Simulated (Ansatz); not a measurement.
Ansatz (a first-principles code) input file for OP, SMILES O=[P], multiplicity 2, PBE-D3(BJ)/def2-TZVPD. 

Ansatz 0.2 input:
```yaml
crystal:
  periodic: [false, false, false]
  atoms:
    - {symbol: P, position_ang: [0.00000000, 0.00000000, -0.51259111]}
    - {symbol: O, position_ang: [0.00000000, 0.00000000, 0.96110833]}
basis:
  gaussian:
    orbitals: def2-TZVPD
hamiltonian:
  xc: pbe
  dispersion: d3bj
magnetization: {spin_polarized: true, initial_magnetization: 1}
relax: {f_tol: 0.002, max_steps: 200}
```

It prints:

```
WARN ansatz: RAYON_NUM_THREADS=1 ignored (pool sized by the plan → 1); use --threads N
Functional definition: PBE
integrals: 0.01 GiB planned
459 factors; their error is unknown
mean field: 0.19 GiB planned
mean field evaluation 1: about -11321.5556 eV, gradient 4.8e1 eV
mean field evaluation 2: about -11183.6530 eV, gradient 1.4e2 eV
mean field evaluation 4: about -11329.4157 eV, gradient 7.1e0 eV
mean field evaluation 8: about -11329.6810 eV, gradient 6.2e-2 eV
mean field evaluation 16: about -11329.5394 eV, gradient 4.3e0 eV
mean field -11329.67332345 eV, -416.3578151083 hartree, gradient 8.0e-5 eV, S^2 0.753370; 1 other end points of the search recorded, 0 dependent functions left out
the calculation of the forces begins
reference -11329.67335820 eV, -416.3578163856 hartree; 12, 11 occupied and 71, 72 virtual orbitals, 459 factors
relax step   1: F+E_penalty+E_count = -11329.69045640 eV  Δ(F+E_penalty+E_count) = +0.000e0 eV  max|allowed force component| = 1.358e0 eV/Å  Δτ_max = 0.0000 Å  (52 SCF iters, accepted)
these checks for a lower state are left out or cut short: starts, cluster_reference, orbital_swaps, neighbouring_geometries, increment
integrals: 0.01 GiB planned
459 factors; their error is unknown
mean field: 0.19 GiB planned
mean field evaluation 32: about -11329.6843 eV, gradient 2.0e-5 eV
mean field -11329.68427135 eV, -416.3582174361 hartree, gradient 2.0e-5 eV, S^2 0.753379; 0 other end points of the search recorded, 0 dependent functions left out
the calculation of the forces begins
reference -11329.68430621 eV, -416.3582187173 hartree; 12, 11 occupied and 71, 72 virtual orbitals, 459 factors
relax step   2: F+E_penalty+E_count = -11329.70140199 eV  Δ(F+E_penalty+E_count) = -1.095e-2 eV  max|allowed force component| = 6.961e-1 eV/Å  Δτ_max = 0.0053 Å  (32 SCF iters, accepted)
these checks for a lower state are left out or cut short: starts, cluster_reference, orbital_swaps, neighbouring_geometries, increment
integrals: 0.01 GiB planned
459 factors; their error is unknown
mean field: 0.19 GiB planned
mean field -11329.68840326 eV, -416.3583692810 hartree, gradient 2.1e-5 eV, S^2 0.753389; 0 other end points of the search recorded, 0 dependent functions left out
the calculation of the forces begins
reference -11329.68843823 eV, -416.3583705662 hartree; 12, 11 occupied and 71, 72 virtual orbitals, 459 factors
relax step   3: F+E_penalty+E_count = -11329.70553134 eV  Δ(F+E_penalty+E_count) = -4.129e-3 eV  max|allowed force component| = 3.298e-2 eV/Å  Δτ_max = 0.0057 Å  (32 SCF iters, accepted)
these checks for a lower state are left out or cut short: starts, cluster_reference, orbital_swaps, neighbouring_geometries, increment
integrals: 0.01 GiB planned
459 factors; their error is unknown
mean field: 0.19 GiB planned
mean field -11329.68841311 eV, -416.3583696430 hartree, gradient 2.4e-5 eV, S^2 0.753389; 0 other end points of the search recorded, 0 dependent functions left out
the calculation of the forces begins
reference -11329.68844808 eV, -416.3583709284 hartree; 12, 11 occupied and 71, 72 virtual orbitals, 459 factors
relax step   4: F+E_penalty+E_count = -11329.70554106 eV  Δ(F+E_penalty+E_count) = -9.718e-6 eV  max|allowed force component| = 5.815e-4 eV/Å  Δτ_max = 0.0003 Å  (25 SCF iters, accepted)
integrals: 0.01 GiB planned
459 factors; their error is unknown
mean field: 0.19 GiB planned
mean field evaluation 64: about -11329.6884 eV, gradient 2.0e-5 eV
mean field -11329.68841311 eV, -416.3583696430 hartree, gradient 2.4e-5 eV, S^2 0.753389; 2 other end points of the search recorded, 0 dependent functions left out
the calculation of the forces begins
reference -11329.68844808 eV, -416.3583709284 hartree; 12, 11 occupied and 71, 72 virtual orbitals, 459 factors
Total energy: -11329.70557604 eV, -416.3590003691 hartree
Atom 0 at    -0.000000    -0.000000    -0.523952 Å, force    -0.000000     0.000000    -0.000581 eV/Å
Atom 1 at     0.000000     0.000000     0.972469 Å, force    -0.000000    -0.000000     0.000581 eV/Å
Dipole moment:    -0.000000     0.000000    -0.381314 e Å
```

Self-consistency was reached.

Cost: about 5 core-seconds (a rough figure).
